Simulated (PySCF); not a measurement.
**How methods differ on the ionisation energy of Re⁺**

Re⁺ [Xe] 4f14 5d5 6s1 (7S) → Re²⁺ [Xe] 4f14 5d5 (6S), as a difference of total energies. Calculation: PySCF 2.14, in def2-TZVPPD with the def2 core potential (60 electrons) (6s5p3d2f1g, 59 functions); scalar relativity through the core potential. Correlated levels: valence and next inner shell: nothing frozen outside the core potential. The calculations carry no spin-orbit coupling.

```
                                method  ionisation energy (eV)
                                   UHF                  15.669
    MP2 (valence and next inner shell)                  16.690
SCS-MP2 (valence and next inner shell)                  16.275
   CCSD (valence and next inner shell)                  16.549
CCSD(T) (valence and next inner shell)                  16.599
```

Task: How much does correlation contribute at CCSD(T) (valence and next inner shell)?

Result: 16.599 − (15.669) = 0.930 eV, measured against UHF.

Errors of the correlated levels include the incompleteness of this basis.

For comparison: 16.6 ± 0.5 eV (semi-empirical (NIST evaluation); NIST Atomic Spectra Database, ionization energies).
